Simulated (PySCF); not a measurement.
The geometry has D3h symmetry (within 0.05 Å) and had no frequency check at the DFT level, so a distortion to lower symmetry isn't ruled out.

Delta-SCF ions had no search for a lower state. Excitations are Tamm–Dancoff values on a coarser integration grid. The basis has no diffuse functions, so Rydberg states are missing or too high.

Cartesian coordinates (Å):
```xyz
12

Si     1.3701    -0.0025     1.1879
Si    -0.6814     1.1878     1.1877
Si    -0.6866    -1.1840     1.1903
Si    -0.6878    -1.1849    -1.1870
Si     1.3687    -0.0033    -1.1894
Si    -0.6829     1.1869    -1.1896
H      2.5012    -0.0045     2.1655
H     -1.2443     2.1690     2.1653
H     -1.2531    -2.1612     2.1698
H     -1.2560    -2.1636    -2.1639
H      2.4988    -0.0061    -2.1681
H     -1.2465     2.1664    -2.1684
```
Charge 0, spin multiplicity 1.

Task: What S1 excitation (TDA), vertical ionisation energy (Delta-SCF) and LUMO does PySCF with CAM-B3LYP-D3(BJ)/def2-SVP // B3LYP-D3(BJ)/def2-SVP give?

Result: 
The S1 excitation (TDA) comes out as 3.83 eV, the vertical ionisation energy (Delta-SCF) comes out as 7.77 eV and the LUMO comes out as -0.38 eV.
